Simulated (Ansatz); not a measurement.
CH4OZn, SMILES [OH][Zn][CH3] (connectivity only; charge and spin as stated), charge -1, multiplicity 2.

Coordinates come from a B3LYP-D3(BJ)/def2-SVPD optimisation. The spin state was assumed, not searched. The isomer is the one that the SMILES or the coordinates give; other isomers of the formula were not compared. One conformer was computed; it need not be the lowest.

Two levels are set side by side: PBE/def2-SVPD (Ansatz, an electronic-structure program) and CAM-B3LYP/def2-SVPD (Ansatz). Energy differences of separate SCF runs at the same geometry; the states with an electron removed or added have multiplicity 1. Differences are taken from unrounded values.

```
quantity                         CAM-B3LYP
-------------------------------  ---------
vertical ionisation energy (eV)       0.73
```

What does PBE give, and how far is it from CAM-B3LYP? (The exact figures need the calculation; the answer reports its results.)


```tsv
quantity	PBE	PBE minus CAM-B3LYP
vertical ionisation energy (eV)	0.61	-0.12
```
